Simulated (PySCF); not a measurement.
Sn(GeH3)3(NMe2), SMILES C[N](C)[Sn]([GeH3])([GeH3])[GeH3] (C₂H₁₅Ge₃NSn), singlet at its GFN2-xTB optimised geometry (Å):

```
22

C      1.3518    -2.2308     3.4034
N      1.5927    -1.3743     2.2724
C      1.9628    -2.1528     1.1201
Sn     0.1507     0.0959     1.9416
Ge    -2.1248    -1.0763     1.3518
Ge     0.1565     1.3277     4.2175
Ge     1.2156     1.4366     0.0000
H      1.0815    -1.6292     4.2726
H      0.5544    -2.9650     3.2194
H      2.2658    -2.7799     3.6386
H      1.1944    -2.8863     0.8369
H      2.1486    -1.4927     0.2715
H      2.8836    -2.6983     1.3368
H     -3.2412    -0.8429     2.3347
H     -2.7148    -0.7221     0.0129
H     -1.9988    -2.5768     1.3025
H      1.4581     1.2535     4.9574
H     -0.8792     0.8212     5.1849
H     -0.1471     2.7944     4.0945
H      0.8192     2.8863     0.0000
H      0.8189     0.9490    -1.3673
H      2.7148     1.4366     0.0000
```

Computed with CAM-B3LYP/def2-SVP, def2 effective core potentials past Kr (PySCF). The core electrons that the potentials of Sn replace are not part of the density. Cells within 0.4 Å of a nucleus heavier than hydrogen are left out (blank, or x).

Map of the LUMO amplitude (bohr^(-3/2)) on the plane z = 1.0 Å; orbital energy -0.06 eV, overall sign arbitrary:

```
|4444444444444444444444444444444|
|4444444444444444444444444444444|
|4444444444444444444444444444444|
|4444444444444444444444444444444|
|4444444444444444444444444444444|
|4444444445555554444444444444444|
|4444444455555555444444444444444|
|4444444555555555443334444554444|
|4444445555666665443333445555444|
|4444455556667766532223445555444|
|4444455556677877532112345555544|
|4444555566788987631012345555444|
|4445555566789998641001244455444|
|4455555556789998642001234444444|
|4555555555678998642112234444444|
|4555555444456777643222334444444|
|5555555432234565543323334444444|
|5555555432112344433333334444444|
|555555545x100223333444444444444|
|5555666534100122334444444444444|
|5555666643211122334455554444444|
|55556677654322233345xx554444444|
|45556677886433333445xx554444444|
|4555667889754433344455554444444|
|4455566788765444444455544444444|
|4455556677655444444444444444444|
|4445555666655444444444444444444|
|4444555555555444444444444444444|
|4444455555554444444444444444444|
|4444444555544444444444444444444|
|4444444444444444444444444444444|
```
Scale: ten equal steps from -0.073 (start of '0') to 0.082 (end of '9'), in the order '0123456789'; x runs from -5.00 to 5.00, y from -5.00 (bottom) to 5.00 (top).
